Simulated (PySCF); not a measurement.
C4H4O2.

```xyz
10

O      0.1354     1.9911     0.0000
C     -0.0606     0.6729     0.0000
C     -1.1655    -0.1324     0.0000
C     -0.6454    -1.4705     0.0000
C      0.7082    -1.3587     0.0000
O      1.0646    -0.0423     0.0000
H     -0.7220     2.4285     0.0000
H     -2.2066     0.1813     0.0000
H     -1.2177    -2.3958     0.0000
H      1.5262    -2.0722     0.0000
```

The structure is a stationary point at PBE0-D3(BJ)/def2-SVP. One conformer was computed; it need not be the lowest.

Method: PBE/pcSseg-1 run with PySCF. Non-relativistic, no solvent.

Give the absolute GIAO shielding of each atom: isotropic value and principal components (ppm). (Estimate from the structure and the level; the computed values follow.)


```csv
atom,σ(iso),σ11,σ22,σ33,span
O1,214.9,145.4,245.9,253.3,107.8
C2,18.9,-42.9,33.1,66.6,109.4
C3,98.9,50.2,94.3,152.3,102.2
C4,65.9,-16.9,63.8,151.0,167.9
C5,48.7,-19.2,66.4,98.8,117.9
O6,45.8,-80.0,8.8,208.7,288.7
H7,27.3,19.6,25.9,36.3,16.7
H8,26.2,23.5,26.8,28.4,4.9
H9,25.0,23.5,25.3,26.3,2.8
H10,24.6,21.8,25.1,26.7,4.9
```
